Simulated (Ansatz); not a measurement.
Wavefunction ladder for CH$_{4}$BClOS (`CSB(O)Cl`)

Z-matrix (Å, degrees):
```
C
S 1 1.810
H 1 1.088 2 110.7
H 1 1.089 2 106.7 3 119.1
H 1 1.088 2 110.7 3 -121.9
B 2 1.789 1 101.3 3 60.6
Cl 6 1.773 2 117.7 1 -180.0
O 6 1.352 2 121.7 1 0.0
H 8 0.962 6 113.0 2 -179.9
```

Total charge 0; spin multiplicity 1. All single points use the PBE0-D4/def2-TZVP geometry. It is one conformer, not always the lowest. Frozen core, restricted reference, Ansatz. CBS rows extrapolate triple and quadruple zeta; past MP2 they add the triple-zeta difference.

```csv
basis,HF (Eh),MP2 corr.,CCSD corr.,(T),CCSD(T) total
def2-TZVPP,-996.98871,-0.87611,?,-0.03973,?
def2-QZVPP,-997.01899,-0.94876,–,–,–
CBS(def2),?,?,?,as TZ,?
```

(1) Fill in the withheld values. (Estimate.)

Results:

(1) Ansatz gave: def2-TZVPP CCSD corr.: -0.92137; def2-TZVPP CCSD(T) total: -997.94981; CBS(def2) HF (Eh): -997.02316; CBS(def2) MP2 corr.: -1.00257; CBS(def2) CCSD corr.: -1.04783; CBS(def2) CCSD(T) total: -998.11072.
